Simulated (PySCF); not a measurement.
TaO₂F, SMILES [Ta](=[O])([F])=[O], multiplicity 1.

Geometry: B3LYP-D3(BJ)/def2-TZVP. The multiplicity is an assumed one; other spin states were not compared. The def2 effective core potentials stand for the cores of Ta; spin–orbit coupling is left out.

Calculation: r2SCAN/def2-TZVPD in PySCF.

Symmetry labels are those of the subgroup Cs that the program uses (full group Cs).

Problem. List the valence orbital energies around the gap with their symmetry. (An estimate is asked for; the answer gives what the named calculation found.)

Solution. 
```csv
orbital,symmetry,energy (eV)
HOMO−7,A',-11.01
HOMO−6,A",-11.00
HOMO−5,A',-9.52
HOMO−4,A",-9.28
HOMO−3,A",-8.65
HOMO−2,A',-8.47
HOMO−1,A',-8.16
HOMO,A",-7.13
LUMO,A',-4.58
LUMO+1,A',-2.52
LUMO+2,A",-1.69
LUMO+3,A',-0.61
```
